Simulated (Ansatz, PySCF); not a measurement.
FH₈NOSi₃, SMILES N([SiH](F)O[SiH3])[SiH3]. Atoms are numbered in the order given.

```xyz
14

Si     0.1586    -1.1276     0.5919
F      0.1007    -0.2781     1.9777
N     -1.2129    -0.5612    -0.2774
Si    -2.3639     0.6597     0.2472
O      1.5672    -0.8005    -0.1944
Si     2.1423     0.3802    -1.2293
H      0.1594    -2.5651     0.9175
H     -1.3959    -0.9727    -1.1895
H     -3.3609     0.7955    -0.8527
H     -1.7070     1.9766     0.4782
H     -3.0658     0.2625     1.4999
H      1.7712     1.7360    -0.7355
H      3.6211     0.2514    -1.2929
H      1.5658     0.1816    -2.5900
```
Charge 0, spin multiplicity 1.

Geometry: B3LYP-D3(BJ)/def2-SVP. One conformer was computed; it need not be the lowest.

Two levels are set side by side: PBE-D3(BJ)/def2-SVP (Ansatz, an electronic-structure program) and B3LYP-D3(BJ)/def2-SVP (Ansatz). Each level has its own optimised geometry; the coordinates shown are those of the second. Frequencies come from the Hessian of PySCF at each geometry. Differences are taken from unrounded values.

```csv
quantity,B3LYP-D3(BJ)
mean bond length (Å),1.527
bond Si1–F2 (Å),1.626
bond Si1–N3 (Å),1.720
bond Si1–O5 (Å),1.646
bond N3–Si4 (Å),1.758
bond O5–Si6 (Å),1.672
bond Si1–H7 (Å),1.474
bond N3–H8 (Å),1.017
bond Si4–H9 (Å),1.491
bond Si4–H10 (Å),1.490
bond Si4–H11 (Å),1.490
bond Si6–H12 (Å),1.490
bond Si6–H13 (Å),1.486
bond Si6–H14 (Å),1.491
highest harmonic wavenumber (cm⁻¹),3592
mean harmonic wavenumber (cm⁻¹),1027
zero-point energy (kcal/mol),52.85
```

What does PBE-D3(BJ) give, and how far is it from B3LYP-D3(BJ)? (An estimate is asked for; the answer gives what the named calculation found.)


```json
[
 {"quantity": "mean bond length (Å)", "PBE-D3(BJ)": "1.539", "PBE-D3(BJ) minus B3LYP-D3(BJ)": "0.013"},
 {"quantity": "bond Si1–F2 (Å)", "PBE-D3(BJ)": "1.638", "PBE-D3(BJ) minus B3LYP-D3(BJ)": "0.012"},
 {"quantity": "bond Si1–N3 (Å)", "PBE-D3(BJ)": "1.730", "PBE-D3(BJ) minus B3LYP-D3(BJ)": "0.010"},
 {"quantity": "bond Si1–O5 (Å)", "PBE-D3(BJ)": "1.661", "PBE-D3(BJ) minus B3LYP-D3(BJ)": "0.015"},
 {"quantity": "bond N3–Si4 (Å)", "PBE-D3(BJ)": "1.768", "PBE-D3(BJ) minus B3LYP-D3(BJ)": "0.009"},
 {"quantity": "bond O5–Si6 (Å)", "PBE-D3(BJ)": "1.688", "PBE-D3(BJ) minus B3LYP-D3(BJ)": "0.016"},
 {"quantity": "bond Si1–H7 (Å)", "PBE-D3(BJ)": "1.488", "PBE-D3(BJ) minus B3LYP-D3(BJ)": "0.014"},
 {"quantity": "bond N3–H8 (Å)", "PBE-D3(BJ)": "1.024", "PBE-D3(BJ) minus B3LYP-D3(BJ)": "0.007"},
 {"quantity": "bond Si4–H9 (Å)", "PBE-D3(BJ)": "1.504", "PBE-D3(BJ) minus B3LYP-D3(BJ)": "0.013"},
 {"quantity": "bond Si4–H10 (Å)", "PBE-D3(BJ)": "1.503", "PBE-D3(BJ) minus B3LYP-D3(BJ)": "0.013"},
 {"quantity": "bond Si4–H11 (Å)", "PBE-D3(BJ)": "1.503", "PBE-D3(BJ) minus B3LYP-D3(BJ)": "0.013"},
 {"quantity": "bond Si6–H12 (Å)", "PBE-D3(BJ)": "1.504", "PBE-D3(BJ) minus B3LYP-D3(BJ)": "0.014"},
 {"quantity": "bond Si6–H13 (Å)", "PBE-D3(BJ)": "1.499", "PBE-D3(BJ) minus B3LYP-D3(BJ)": "0.013"},
 {"quantity": "bond Si6–H14 (Å)", "PBE-D3(BJ)": "1.505", "PBE-D3(BJ) minus B3LYP-D3(BJ)": "0.014"},
 {"quantity": "highest harmonic wavenumber (cm⁻¹)", "PBE-D3(BJ)": "3525", "PBE-D3(BJ) minus B3LYP-D3(BJ)": "-67"},
 {"quantity": "mean harmonic wavenumber (cm⁻¹)", "PBE-D3(BJ)": "994", "PBE-D3(BJ) minus B3LYP-D3(BJ)": "-33"},
 {"quantity": "zero-point energy (kcal/mol)", "PBE-D3(BJ)": "51.17", "PBE-D3(BJ) minus B3LYP-D3(BJ)": "-1.68"}
]
```

GGA bonds tend to be longer and softer than those of functionals with exact exchange. Differences between two approximate levels are no errors against the true value.
